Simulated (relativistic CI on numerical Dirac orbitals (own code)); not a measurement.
## In III: computed level list

These numbers are calculated, not measured: Dirac-Coulomb-Breit CI, KLI orbitals optimised for each configuration, model QED, valence Slater integrals scaled by 0.85, P86 correlation energy added to each configuration (own radial code, finite nucleus).

CI space (outside the closed core [Kr]): 4d¹⁰5s, 4d¹⁰5p, 4d¹⁰5d, 4d¹⁰6s, 4d⁹5s², 4d¹⁰6p, 4d¹⁰4f, 4d¹⁰7s, 4d¹⁰6d, 4d¹⁰7p, 4d¹⁰5f, 4d⁹5s4f, 4d¹⁰5g, 4d⁹5s5p, 4d¹⁰8s, 4d¹⁰7d, 4d¹⁰8p, 4d¹⁰9s, 4d¹⁰9p, 4d⁹5s6p. Double excitations out of closed p, d and f shells are left out; levels of such configurations are missing from the list, as are those of other unlisted configurations, and high levels can miss mixing partners.

The lowest level is 4d¹⁰5s ²S1/2, with 100 % of that term; Hund's rules for 4d¹⁰5s give ²S with J = 1/2, in agreement.

```tsv
No.	Configuration	Term	J	E (cm⁻¹)	%	Lifetime (s)
1	4d¹⁰5s	²S	1/2	0.0	100	
2	4d¹⁰5p	²P°	1/2	54613.0	100	1.56e-09
3	4d¹⁰5p	²P°	3/2	58512.3	100	1.27e-09
4	4d¹⁰6s	²S	1/2	120452.8	100	7.41e-10
5	4d¹⁰5d	²D	5/2	120863.1	60	8.91e-10
6	4d¹⁰5d	²D	3/2	121399.0	97	5.23e-10
7	4d⁹5s²	²D	5/2	123744.0	60	1.47e-09
8	4d⁹5s²	²D	3/2	129609.2	97	2.45e-08
9	4d¹⁰6p	²P°	1/2	137859.8	100	5.36e-09
10	4d¹⁰6p	²P°	3/2	139061.4	100	5.12e-09
11	4d¹⁰4f	²F°	7/2	157501.2	100	1.25e-09
12	4d¹⁰4f	²F°	5/2	157516.1	99	1.23e-09
13	4d⁹5s5p	⁴P°	5/2	161428.2	92	1.65e-06
14	4d¹⁰7s	²S	1/2	162247.5	100	1.05e-09
15	4d¹⁰6d	²D	3/2	163576.3	100	1.17e-09
16	4d¹⁰6d	²D	5/2	163730.4	100	1.28e-09
17	4d⁹5s5p	⁴P°	3/2	165573.4	81	5.12e-09
18	4d⁹5s5p	⁴F°	7/2	165716.5	77	2.03e-07
19	4d⁹5s5p	⁴F°	5/2	166089.4	64	2.00e-07
20	4d⁹5s5p	⁴F°	9/2	167245.2	100	1.08e+01
21	4d⁹5s5p	⁴F°	3/2	169244.2	88	1.13e-07
22	4d⁹5s5p	⁴P°	1/2	169326.3	88	3.60e-09
23	4d¹⁰7p	²P°	1/2	170052.0	99	5.13e-09
24	4d¹⁰7p	²P°	3/2	170626.4	99	5.84e-09
25	4d⁹5s5p	⁴D°	7/2	172407.8	83	1.11e-06
26	4d⁹5s5p	²F°	5/2	172535.2	43	1.97e-07
27	4d⁹5s5p	²D°	3/2	173973.2	53	1.03e-08
28	4d⁹5s5p	⁴F°	5/2	174729.7	29	2.32e-07
29	4d⁹5s5p	⁴D°	1/2	176214.5	48	4.89e-10
30	4d⁹5s5p	²P°	3/2	177148.8	82	2.25e-10
31	4d⁹5s5p	²P°	1/2	177458.6	53	2.83e-10
32	4d⁹5s5p	²F°	7/2	177930.1	69	6.62e-08
33	4d⁹5s5p	⁴D°	3/2	178937.6	43	2.40e-09
34	4d¹⁰5f	²F°	5/2	180066.0	98	3.42e-09
35	4d¹⁰5f	²F°	7/2	180088.9	92	3.45e-09
36	4d¹⁰5g	²G	9/2	180549.6	100	2.88e-09
37	4d¹⁰5g	²G	7/2	180549.6	100	2.88e-09
38	4d⁹5s5p	²D°	5/2	180560.7	68	5.76e-08
39	4d¹⁰8s	²S	1/2	182195.5	100	1.60e-09
40	4d¹⁰7d	²D	3/2	182908.6	100	2.18e-09
41	4d¹⁰7d	²D	5/2	182989.4	100	2.40e-09
42	4d¹⁰8p	²P°	1/2	186363.2	100	1.24e-08
43	4d¹⁰8p	²P°	3/2	186643.3	99	7.92e-09
44	4d¹⁰9s	²S	1/2	193282.7	100	2.42e-09
45	4d¹⁰9p	²P°	3/2	195408.2	52	2.35e-10
46	4d¹⁰9p	²P°	1/2	195778.7	99	3.65e-09
47	4d⁹5s5p	²F°	7/2	196309.3	98	3.25e-10
48	4d¹⁰9p	²P°	3/2	196699.5	48	2.94e-10
49	4d⁹5s5p	²D°	5/2	199733.5	66	2.89e-10
50	4d⁹5s5p	²P°	1/2	202405.7	97	1.47e-10
51	4d⁹5s5p	²F°	5/2	203663.5	66	3.05e-10
52	4d⁹5s5p	²D°	3/2	206938.9	94	2.67e-10
```

Energies count from the lowest computed level; ° marks odd parity; lifetimes are radiative, by E1, M1, E2, M2, E3 decay to levels of this space only.

The mean weight of the leading LS term, summed over parents, in these 52 levels is 84 %, and that of the leading jj configuration (from the same eigenvectors) 81 %.

For a near-neutral ion this model can misplace configurations by up to about 10,000 cm⁻¹ (more where the count of f electrons changes) and terms by 10 to 25 % of their spread. Rates follow the energies as ν³ (E1, M1) or ν⁵ (E2), so they and the lifetimes can be off by large factors. The fine structure of a lone outer electron comes out too small, for d and f at times inverted, and misplaced configurations move strength between like terms. 17 of the 17 excited levels that our extract of the measured tables holds in this range could be paired (the sources list more); they are missed by 6317 cm⁻¹ on average and 8175 at most, and levels without a partner can miss by more.

LS names give the leading component of a level, which can be under half, so a name can repeat, a term be missing and a line seem to break the LS rules.
